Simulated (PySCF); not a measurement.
Start geometry of monofluorogermane, `[F][GeH3]` from GFN2-xTB (Å):
```
atom  x, y, z in Å
F1     1.611   -0.444    0.138
Ge2   -0.149    0.020   -0.025
H3    -0.169    1.332   -0.767
H4    -0.499    0.118    1.387
H5    -0.702   -1.130   -0.829
```

Problem. What comes out of this run: PBE0-D3(BJ)/def2-SVP geometry optimisation, gas phase (PySCF 2.14.0)?

Solution. 
```
atom  x, y, z in Å
F1     1.6307   -0.4007    0.0804
Ge2   -0.0639   -0.0015   -0.0243
H3    -0.1536    1.3385   -0.7691
H4    -0.5831    0.1013    1.4170
H5    -0.7381   -1.1423   -0.8005
```

The energy falls by 4.7 kcal/mol over 5 energy and gradient evaluations, the largest force component goes from 0.0559 to 1.3e-04 Eh/bohr, and the atoms move by 0.069 Å rms after alignment. The bond that changes most is F1–Ge2 (ends: fluorine bonded to Ge; germanium bonded to F and 3 H), which shortens by 0.083 Å. Bonds longer at the end by more than 0.005 Å: 3 of 4; shorter: 1. Among the angles that change most is F1–Ge2–H4, from 99.3° to 106.7°. Rotational constants go from 79017, 9193, 9162 to 77230, 9890, 9889 MHz. The orientation of the end geometry is arbitrary; only internal coordinates are fixed.

The run used 61 basis functions and 30 SCF cycles in all.

No PBE0-D3(BJ)/def2-SVP frequencies stand behind this structure, so it isn't proved a minimum.
